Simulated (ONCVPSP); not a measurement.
## LDA (Perdew-Wang 92) ONCV dataset for phosphorus, scalar-relativistic all-electron reference.

```json
{"Element": "P (Z = 15)", "Generator": "ONCVPSP 4.0.1", "Type": "optimised norm-conserving Vanderbilt (ONCV)", "Functional": "LDA (Perdew-Wang 92)", "Relativity": "scalar-relativistic", "Frozen core": "[He]", "Valence charge": "13", "Reference configuration": "2s2 2p6 3s2 3p2.75 (charge +0.25)", "Partial waves": "2s+3s: rc 1.00 bohr, ncon 4, nbas 8, qcut 14.3 1/bohr, 2 projectors; 2p+3p: rc 0.95 bohr, ncon 4, nbas 8, qcut 11.8 1/bohr, 2 projectors; d scattering state at 0.3 Ha: rc 0.95 bohr, ncon 4, nbas 9, qcut 7 1/bohr, 2 projectors, debl 2.4 Ha", "Local potential": "polynomial inside 0.75 bohr (lpopt 5, dvloc0 3 Ha)", "Core correction": "polynomial model core, fcfact 0.2"}
```

Task: Estimate the cutoffs (Ha) at which the residual kinetic energy of the hardest occupied pseudo-wave falls to 1 and 0.1 mHa per electron.

Result: 93 Ha and 226 Ha.

Task: What does a ghost test show?

Result: No bound ghost flagged; GHOST(+) flags only above 600 eV.

Task: Which valence shell sets the plane-wave cutoff?

Result: 2p: 93 Ha for 1 mHa per electron, against 69 Ha for 3p.

Task: Tests: 2s2 2p6 3s2 3p3; 2s2 2p6 3s2 3p2; 2s2 2p6 3s2 3p1; 2s2 2p6 3s2 3p2.5. Which has the largest error in its energy relative to the reference configuration, and how large is it?

Result: 2s2 2p6 3s2 3p1, with +2.9 meV (all-electron minus pseudo) on +27.41 eV.
